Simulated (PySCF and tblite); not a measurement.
Values are calculated unless marked as measured or tabulated.
2 diastereomers of C7H12O2, numbered alike:

| isomer | SMILES | descriptors (one enantiomer) |
| --- | --- | --- |
| A | [CH3:1][C@H:2]1[CH2:3][O:4][C:5](=[O:6])[C@H:7]([CH3:8])[CH2:9]1 | 2R, 7R |
| B | [CH3:1][C@@H:2]1[CH2:3][O:4][C:5](=[O:6])[C@H:7]([CH3:8])[CH2:9]1 | 2S, 7R |

Each isomer is a Boltzmann average at 298.15 K over at most 2 conformers: GFN2-xTB geometries, energies PBE0/pcSseg-1 (D3(BJ) added where defined), GFN2-xTB thermal terms. Programs: PySCF with density fitting and tblite.

**Question.** Rank the isomers by free energy at 298.15 K.

**Answer.** 
| isomer | ΔG (kcal/mol) | ΔE, lowest conformer | conformers | largest weight % | rms dipole (D) |
| --- | --- | --- | --- | --- | --- |
| B | 0.0 | 0.0 | 2 | 74 | 4.79 |
| A | 0.5 | 0.2 | 2 | 75 | 4.77 |

ΔG is for one enantiomer.

**Question.** If they could interconvert freely, what would the mixture hold (chiral isomers as racemates)?

**Answer.** B 69 %, A 31 %. A racemate gains RT ln 2.

The conformer set may be incomplete (the search or the number kept was capped).
